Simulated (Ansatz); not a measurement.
This geometry of AlClH4O2S (9 atoms, charge 0, multiplicity 1) is a first-order saddle point.

Method: RKS PBE/def2-SVP in Ansatz.

```xyz
9
Properties=species:S:1:pos:R:3
Al 0.002 0.195 0.208
O -0.327 -0.115 1.963
H -1.065 -0.654 2.300
O 1.591 -0.281 -0.245
H 1.846 -0.366 -1.176
Cl -1.673 -0.098 -1.073
S -0.002 2.491 1.069
H 1.331 2.441 1.355
H -0.319 1.307 2.000
```

Which two structures does it join? (They come from a converged band through this point; their orientation in space is the band's.)

Bonds broken: S7–H9. Bonds formed: O2–H9.

First end point:

```xyz
9
Properties=species:S:1:pos:R:3
Al -0.120 0.114 0.282
O -0.571 -0.198 1.941
H -0.760 -1.096 2.258
O 1.515 -0.235 -0.157
H 1.747 -0.401 -1.084
Cl -1.622 0.005 -1.232
S 0.039 2.530 1.031
H 1.387 2.387 1.183
H -0.230 1.814 2.178
```

Last end point:

```xyz
9
Properties=species:S:1:pos:R:3
Al 0.101 0.553 0.159
O -0.322 -0.190 1.975
H -1.234 -0.553 1.943
O 1.655 -0.014 -0.307
H 1.783 -0.750 -0.924
Cl -1.686 -0.183 -0.783
S 0.053 2.667 0.902
H 1.413 2.711 0.985
H -0.379 0.678 2.451
```

How far does it lie above each of them?

0.062 eV above the first and 0.418 eV above the second. This is the barrier of this one path; another mechanism may lie lower. The orbitals stay closed-shell, which can raise the energy where a bond breaks towards radicals; this wasn't checked here.

Run time: 3.2 min on 2 threads of Arm Neoverse V1, on a shared host, peak memory 0.14 GiB.
